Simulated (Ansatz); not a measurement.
Energy difference R1 + R2 → P1 + P2, each structure at its B3LYP-D3(BJ)/def2-TZVP stationary point, reached from a drawn start (curvature not checked).
R1: H4O4Si (SMILES O[Si](O)(O)O), charge 0, multiplicity 1.
P1: ClH3O3Si (SMILES O[Si](O)(O)Cl), charge 0, multiplicity 1.
R2, HCl (SMILES Cl) (charge 0, multiplicity 1, Z-matrix in Å and degrees):
```
Cl
H 1 1.2820
```
P2: H2O (SMILES O), charge 0, multiplicity 1.

P less R. No zero-point or thermal terms. One arrangement of each flexible species, with no search for the lowest.

Frozen-core correlation throughout.

Run with Ansatz (Gaussian orbitals). Each number belongs to the level named beside it.

Problem. What reaction energy does MP2/aug-cc-pV(D+d)Z give?

Solution. 39 meV

Problem. What is the computed reaction energy (CCSD(T)/aug-cc-pV(T+d)Z)?

Solution. 166 meV

Problem. Estimate the reaction energy that CCSD/aug-cc-pV(T+d)Z returns for this input.

Solution. 189 meV

Ansatz is a quantum-chemistry and plane-wave program.
